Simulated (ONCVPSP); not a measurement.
**Pd, ONCV: configuration errors across variants**

| Item | Value |
| --- | --- |
| Element | Pd (Z = 46) |
| Generator | ONCVPSP 4.0.1 |
| Type | optimised norm-conserving Vanderbilt (ONCV) |
| Functional | PBEsol |
| Relativity | fully relativistic |
| Frozen core | [Ar] 3d10 |
| Valence charge | 18 |
| Reference configuration | 4s2 4p6 4d10 |
| Partial waves | 4s: rc 1.40 bohr, ncon 4, nbas 7, qcut 10.1 1/bohr, 2 projectors, debl 2.5 Ha; 4p: rc 1.60 bohr, ncon 5, nbas 9, qcut 8.4 1/bohr, 2 projectors, debl 3.9 Ha; 4d: rc 1.45 bohr, ncon 3, nbas 6, qcut 6.5 1/bohr, 2 projectors, debl 1.6 Ha |
| Local potential | polynomial inside 0.95 bohr (lpopt 5, dvloc0 6 Ha) |
| Core correction | Teter function, fcfact 4.5, rcfact 1.65 |

Open shells are filled in proportion to 2j + 1.

In the s channel the program set the typed energies aside and used -3.131, 0.250 Ha.

All-electron excitation energies from the reference (eV): (1) 4s2 4p6 4d9 9.125; (2) 4s2 4p6 4d8 29.944; (3) 4s1 4p6 4d10 91.475.

3 further variants failed, have other tests or another functional or relativity, and are left out.

A true bound ghost makes a file unfit for plane-wave use even where its test errors are small: the radial tests pick states by their node count and pass the ghost by.

Errors AE − PS in meV (a dash: test not solved or not reliable):

| change | (1) | (2) | (3) | bound ghosts | GHOST(+) flags above zero |
| --- | --- | --- | --- | --- | --- |
| base | -3.9 | -7.7 | -105 | none | s |
| p: qcut 7 | -3.9 | -7.7 | -103 | none | s |
| d: ncon 5, nbas 8 | +0.8 | +2.3 | -69 | d3/2 | s, d5/2 |
| core correction none | -3.9 | -8.0 | -87 | none | s |
| local potential polynomial inside 0.95 bohr (lpopt 5, dvloc0 9 Ha) | -3.9 | -7.8 | -105 | none | s |
| all radii but the core radius scaled by about 1.16 (s 1.62, p 1.86, d 1.68 bohr); local potential polynomial inside 1.10 bohr (lpopt 5, dvloc0 6 Ha) | -2.9 | +0.9 | -212 | none | none |

Give the same row for: s: nproj 1.

-3.9, -7.6, -102; bound ghosts: none; GHOST(+) flags above zero: none.
